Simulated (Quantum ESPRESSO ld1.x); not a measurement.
The numbers below are computed, except where a source is named.
Q: All-electron atom: Mg1.4+ in [He] 2s2 2p(up 3, down 2.6) 3s1 (fractional occupations, a model configuration). Level of theory: scalar-relativistic Kohn-Sham, LDA (Slater exchange, Perdew-Zunger correlation), spin-polarised, spherical densities, point nucleus; open shells are filled with parallel spins first (ld1.x of Quantum ESPRESSO 7.5). Some entries of the table are withheld. Estimate them.

orbital,occ.,eigenvalue (hartree),<r^2> (bohr^2)
1s up,1,-46.8915,0.02317
1s down,1,-46.8673,0.02316
2s up,1,-3.64379,0.5726
2s down,1,-3.60479,0.5736
2p up,3,(1),(2)
2p down,2.6,(3),(4)
3s up,1,(5),7.306
3s down,0,(6),7.665

A: 
(1) 2p up eigenvalue (hartree): -2.45239
(2) 2p up <r^2> (bohr^2): 0.5737
(3) 2p down eigenvalue (hartree): -2.41027
(4) 2p down <r^2> (bohr^2): 0.5746
(5) 3s up eigenvalue (hartree): -0.60082
(6) 3s down eigenvalue (hartree): -0.53380
